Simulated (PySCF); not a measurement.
**Steps of a relaxation of [TlF2]−**

[TlF2]− (singlet; a saddle point, relaxed within its symmetry). PySCF 2.14.0, RKS PBE0, Tl def2-SVP with ECP60, F def2-SVP; non-relativistic Hamiltonian with scalar-relativistic core potentials where named; density fitting; no spin-orbit coupling. Origin of the start: template. Columns: position (Å) and force (eV/Å). Energies are counted from the last step; some of the 4 steps are shown. Forces carry noise of the integration grid, about 0.01 to 0.03 eV/Å.

Run from Python with OMP_NUM_THREADS=2. Where DIIS fails, smearing, a level shift and second-order steps follow.
It took 2.6 s on 2 threads of Arm Neoverse V1, with other jobs on the host, from the converged density of the start.

```xyz
3
step 0  E = 0.116 eV
Tl    0.0000    0.0000    0.0000     0.00    0.00    0.00
F     0.0000    0.0000    2.2016     0.00    0.00    1.17
F     0.0000    0.0000   -2.2016     0.00    0.00   -1.17
```

```xyz
3
step 1  E = 0.005 eV
Tl    0.0000    0.0000    0.0000     0.00    0.00    0.00
F     0.0000    0.0000    2.2871     0.00    0.00    0.20
F     0.0000    0.0000   -2.2871     0.00    0.00   -0.20
```

```xyz
3
step 2  E = 0.000 eV
Tl    0.0000    0.0000    0.0000     0.00    0.00    0.00
F     0.0000    0.0000    2.3046     0.00    0.00    0.05
F     0.0000    0.0000   -2.3046     0.00    0.00   -0.05
```

Where does the relaxation end?

It converges at step 3 in D∞h:
```xyz
3
step 3  E = 0
Tl    0.0000    0.0000    0.0000
F     0.0000    0.0000    2.3098
F     0.0000    0.0000   -2.3098
```

How did the contacts change?


```
   contact  start (Å)  end (Å)
Tl1–F2 (F)      2.202    2.310
Tl1–F3 (F)      2.202    2.310
```
